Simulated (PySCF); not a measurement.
Species: 1-methoxycyclopentene (`COC1=CCCC1`). The columns A, B, C and D hold Mulliken, IAO, Hirshfeld and ESP-fitted charges (e) of one PBE0/pcSseg-1 density (PySCF), in a shuffled order. Coordinates in Å (GFN2-xTB); the density's dipole moment is (0.45, -0.73, 0.21) D.

```json
{"atom": "C1", "x": "2.716", "y": "-0.055", "z": "0.044", "A": "-0.035", "B": "-0.012", "C": "-0.204", "D": "-0.033"}
{"atom": "O2", "x": "1.653", "y": "0.817", "z": "-0.252", "A": "-0.112", "B": "-0.375", "C": "-0.328", "D": "-0.475"}
{"atom": "C3", "x": "0.404", "y": "0.299", "z": "-0.129", "A": "+0.067", "B": "+0.354", "C": "+0.192", "D": "+0.106"}
{"atom": "C4", "x": "0.001", "y": "-0.918", "z": "0.217", "A": "-0.103", "B": "-0.372", "C": "-0.275", "D": "-0.227"}
{"atom": "C5", "x": "-1.497", "y": "-1.021", "z": "0.191", "A": "-0.073", "B": "-0.064", "C": "-0.254", "D": "-0.159"}
{"atom": "C6", "x": "-1.959", "y": "0.444", "z": "0.098", "A": "-0.065", "B": "-0.120", "C": "-0.256", "D": "-0.237"}
{"atom": "C7", "x": "-0.748", "y": "1.214", "z": "-0.447", "A": "-0.076", "B": "-0.120", "C": "-0.274", "D": "-0.150"}
{"atom": "H8", "x": "3.631", "y": "0.516", "z": "-0.096", "A": "+0.053", "B": "+0.105", "C": "+0.161", "D": "+0.128"}
{"atom": "H9", "x": "2.656", "y": "-0.409", "z": "1.079", "A": "+0.041", "B": "+0.053", "C": "+0.134", "D": "+0.106"}
{"atom": "H10", "x": "2.715", "y": "-0.920", "z": "-0.627", "A": "+0.041", "B": "+0.053", "C": "+0.134", "D": "+0.105"}
{"atom": "H11", "x": "0.615", "y": "-1.765", "z": "0.465", "A": "+0.036", "B": "+0.148", "C": "+0.142", "D": "+0.084"}
{"atom": "H12", "x": "-1.891", "y": "-1.519", "z": "1.079", "A": "+0.036", "B": "+0.055", "C": "+0.136", "D": "+0.122"}
{"atom": "H13", "x": "-1.824", "y": "-1.597", "z": "-0.680", "A": "+0.032", "B": "+0.058", "C": "+0.131", "D": "+0.124"}
{"atom": "H14", "x": "-2.838", "y": "0.560", "z": "-0.533", "A": "+0.038", "B": "+0.053", "C": "+0.137", "D": "+0.116"}
{"atom": "H15", "x": "-2.207", "y": "0.811", "z": "1.094", "A": "+0.037", "B": "+0.060", "C": "+0.137", "D": "+0.124"}
{"atom": "H16", "x": "-0.813", "y": "1.361", "z": "-1.528", "A": "+0.039", "B": "+0.067", "C": "+0.142", "D": "+0.134"}
{"atom": "H17", "x": "-0.622", "y": "2.193", "z": "0.016", "A": "+0.041", "B": "+0.057", "C": "+0.146", "D": "+0.131"}
```

**Question.** Which column most likely holds the ESP-fitted charges?

**Answer.** B. Σ q r misses the density's dipole by 0.04 D (B), 0.27 D (C), 0.62 D (A), 1.40 D (D). Charges fitted to the outside potential are the only set here that is tied to the molecule's multipoles.

**Question.** And the Hirshfeld charges?

**Answer.** A. The mean sizes are 0.055 e (A), 0.125 e (B), 0.151 e (D), 0.187 e (C), and Hirshfeld charges are commonly the smallest of these schemes.

As computed, A = Hirshfeld, B = ESP-fitted, C = IAO, D = Mulliken. Hydrogens on carbon: Hirshfeld +0.03 to +0.05, ESP-fitted +0.05 to +0.15, IAO +0.13 to +0.16, Mulliken +0.08 to +0.13 e.

The IAO scheme counts the electrons in orthogonalised intrinsic atomic orbitals, a minimal basis polarised so that it spans the occupied orbitals exactly. The Hirshfeld scheme weights the molecular density at each point by an atom's share of the summed free-atom densities.

Isolated species at its GFN2-xTB geometry (one conformer only).

The run behind these numbers computed NMR shieldings as well. On one thread of an Arm Neoverse V1, no GPU (shared host), this took 21 s wall.
